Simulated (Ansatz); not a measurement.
B₃NH₁₀ (relaxed from a model of B3H7(NH3), whose bonding it doesn't keep). The state is a singlet with charge 0. Geometry PBE0-D4/def2-SVP.

| atom | x (Å) | y (Å) | z (Å) |
| --- | --- | --- | --- |
| B1 | 0.211 | 1.244 | -0.500 |
| B2 | -1.176 | 0.218 | -0.641 |
| H3 | -0.602 | 1.024 | -1.539 |
| B4 | -0.065 | -0.021 | 0.788 |
| N5 | 0.896 | -1.280 | 0.487 |
| H6 | 0.533 | 0.737 | 1.529 |
| H7 | 0.035 | 2.393 | -0.171 |
| H8 | 1.312 | 0.961 | -0.941 |
| H9 | -2.261 | 0.694 | -0.405 |
| H10 | -1.162 | -0.870 | -1.194 |
| H11 | -1.047 | -0.430 | 1.378 |
| H12 | 0.411 | -1.944 | -0.120 |
| H13 | 1.730 | -0.962 | -0.010 |
| H14 | 1.184 | -1.763 | 1.338 |

Question: Estimate the orbital energies around the gap (eV) in Ansatz with revPBE-D4/def2-TZVP, r2SCAN-D4/def2-TZVP, PBE0-D4/def2-SVP, PBE0-D4/def2-TZVP, ωB97M-V/def2-TZVP.

Answer: 
| orbital | revPBE-D4/def2-TZVP | r2SCAN-D4/def2-TZVP | PBE0-D4/def2-SVP | PBE0-D4/def2-TZVP | ωB97M-V/def2-TZVP |
| --- | --- | --- | --- | --- | --- |
| HOMO−9 | -14.14 | -14.64 | -15.95 | -15.95 | -18.47 |
| HOMO−8 | -14.12 | -14.62 | -15.92 | -15.92 | -18.44 |
| HOMO−7 | -12.76 | -13.33 | -14.53 | -14.63 | -17.23 |
| HOMO−6 | -10.51 | -11.07 | -12.10 | -12.29 | -14.88 |
| HOMO−5 | -9.94 | -10.37 | -11.42 | -11.52 | -13.98 |
| HOMO−4 | -8.16 | -8.53 | -9.51 | -9.62 | -12.04 |
| HOMO−3 | -7.69 | -8.06 | -9.02 | -9.14 | -11.50 |
| HOMO−2 | -7.47 | -7.80 | -8.67 | -8.79 | -11.06 |
| HOMO−1 | -6.99 | -7.27 | -8.11 | -8.21 | -10.44 |
| HOMO | -6.65 | -6.98 | -7.91 | -8.04 | -10.37 |
| LUMO | -0.93 | -0.23 | 0.44 | -0.14 | 1.26 |
| LUMO+1 | 0.10 | 0.35 | 1.19 | 0.96 | 2.71 |
| LUMO+2 | 0.59 | 1.31 | 1.99 | 1.43 | 2.77 |
| LUMO+3 | 0.75 | 1.37 | 2.18 | 1.54 | 2.97 |
| LUMO+4 | 1.40 | 1.97 | 3.05 | 2.07 | 3.23 |
| LUMO+5 | 1.56 | 2.12 | 3.89 | 2.21 | 3.53 |
